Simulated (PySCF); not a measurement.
Species: C7H12BN.
InChI=1S/C7H12BN/c9-7-6-8-4-2-1-3-5-8/h1-6H2

A linear-response calculation (PySCF, def2-SVPD basis, gas phase, vertical, core orbitals frozen in the response) gave these numbers; the functional is withheld.

Orbital energies (eV): HOMO-3 -9.00, HOMO-2 -8.96, HOMO-1 -8.28, HOMO -8.08, LUMO -1.14, LUMO+1 -0.18, LUMO+2 0.59.

```tsv
state	E (eV)	f	main configurations (H = HOMO, L = LUMO)
S1	5.64	0.0009	H→L (98%)
S2	5.93	0.0010	H-1→L (97%)
S3	6.93	0.0015	H-3→L (96%)
S4	6.96	0.024	H-2→L (93%)
S5	7.06	0.011	H→L+1 (88%), H-4→L (9%)
S6	7.08	0.0006	H-4→L (84%), H→L+1 (9%)
```

Triplets (Tamm–Dancoff): T1 5.22 eV, H→L (94%); T2 5.61 eV, H-1→L (93%); T3 6.31 eV, H-2→L+3 (30%), H-1→L+6 (13%), H-2→L+2 (8%); T4 6.74 eV, H-3→L (67%), H-2→L (15%).

Vertical ionisation energy by ΔSCF with the same functional: 10.01 eV. Mean static polarisability: 97.0 au.

Question: Name the functional.
A. B3LYP
B. PBE
C. HF
D. wB97X-D

Answer: A. B3LYP is a global hybrid with 20% exact exchange. In this run −ε(HOMO) = 8.08 eV differs from the ΔSCF value by -1.93 eV, and S1 differs from the orbital gap of 6.93 eV by -1.29 eV. The ratio −ε(HOMO)/IP is 0.81. Small neutral molecules mostly give 0.67 to 0.83 with B3LYP, 0.5 to 0.7 with PBE, 0.89 to 0.99 with wB97X-D; with Hartree–Fock the ratio is 1 or more (Koopmans' value less the relaxation energy is the ΔSCF value). The other options: PBE, a GGA without exact exchange; HF, time-dependent Hartree–Fock, 100% exact exchange; wB97X-D, range-separated, 22% exact exchange at short range and 100% at long range (ω = 0.2 bohr⁻¹).

Method: PySCF, TDDFT B3LYP/def2-SVPD, vertical, gas phase, core orbitals frozen in the response. Geometry: PBE0-D3(BJ)/def2-SVP, one conformer, isolated molecule.

Time: 20 min of wall time; peak memory 1.2 GiB. Hardware: Intel Xeon at 2.50 GHz, one thread, shared host with 64 logical CPUs at a one-minute load of 63.
